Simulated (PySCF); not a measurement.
**Shifts of the heteroatoms**

Geometry:
| atom | x (Å) | y (Å) | z (Å) |
| --- | --- | --- | --- |
| F1 | 1.482 | -2.133 | 0.775 |
| C2 | 1.392 | -0.787 | 0.726 |
| F3 | 1.084 | -0.392 | 1.986 |
| F4 | 2.644 | -0.337 | 0.497 |
| Si5 | 0.085 | -0.145 | -0.579 |
| Si6 | 0.351 | 2.170 | -0.521 |
| Si7 | -1.871 | -1.265 | 0.015 |
| H8 | 0.697 | -0.728 | -1.789 |
| H9 | -0.007 | 2.702 | 0.796 |
| H10 | -0.565 | 2.759 | -1.503 |
| H11 | 1.704 | 2.630 | -0.841 |
| H12 | -1.761 | -2.725 | 0.001 |
| H13 | -2.316 | -0.861 | 1.351 |
| H14 | -2.921 | -0.887 | -0.936 |

Calculated, not measured (PySCF 2.14): structure optimised with GFN2-xTB, shielding tensors at PBE0/pcSseg-1 (GIAO). Equivalent nuclei averaged, a single conformation, no solvent model, non-relativistic.

Q: Where does 19F resonate?

A: 
| atoms | environment | σ (ppm) | δ (ppm) |
| --- | --- | --- | --- |
| F1/F3/F4 | fluorine of a CF3 group | 232.1 | -48.8 |

Shieldings were converted by a linear fit to measured shifts: 19F (scatter 6.0 ppm rms, 7.0 ppm with the 5 outliers that the fit left out vs CFCl3, solution or neat liquid, with a term for F on sp3 carbon). Occasional misses reach two or three times the rms, and more in compound classes unlike the fitted ones.

On a 300 MHz spectrometer 19F resonates near 282.3 MHz, so 1 ppm is 282.3 Hz.

Q: Where does 29Si resonate?

A: 
```
  atoms                   environment  σ (ppm)  δ (ppm)
    Si5  silicon bonded to C, 2 Si, H    421.7    -66.6
Si6/Si7     silicon bonded to Si, 3 H    462.0    -99.8
```

Shieldings were converted by a linear fit to measured shifts: 29Si (scatter 8.9 ppm rms, 25.8 ppm with the 6 outliers that the fit left out vs TMS, solution or neat liquid). A few per cent of atoms miss by over 2 rms, more outside the fitted compound classes.

On a 500 MHz spectrometer 29Si resonates near 99.3 MHz, so 1 ppm is 99.3 Hz.
